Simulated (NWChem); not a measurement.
System: SiH₄Te; SMILES [SiH3][TeH]

```xyz
6

Te    -0.0260     0.6289     0.0000
H      1.6375     0.6849    -0.0001
Si    -0.0113    -1.8768     0.0000
H      0.6644    -2.4202     1.2146
H      0.6569    -2.4208    -1.2185
H     -1.4504    -2.2703     0.0044
```
Atoms are numbered in this order, from 1.

Structure relaxed at the PBE0/def2-SVP level. def2 effective core potentials on Te; no spin-orbit coupling.

List the 6 lowest vertical singlet excitations from B3LYP/def2-SVPD with def2 effective core potentials on Te, full TDDFT (NWChem).


```tsv
state	energy (eV)	oscillator strength	leading excitation (squared amplitude)
S1	4.10	0.000	HOMO → LUMO (0.98)
S2	4.62	0.028	HOMO → LUMO+1 (0.99)
S3	5.76	0.002	HOMO → LUMO+2 (0.75)
S4	5.98	0.033	HOMO → LUMO+3 (0.73)
S5	6.00	0.011	HOMO → LUMO+4 (0.82)
S6	6.26	0.001	HOMO → LUMO+5 (0.99)
```
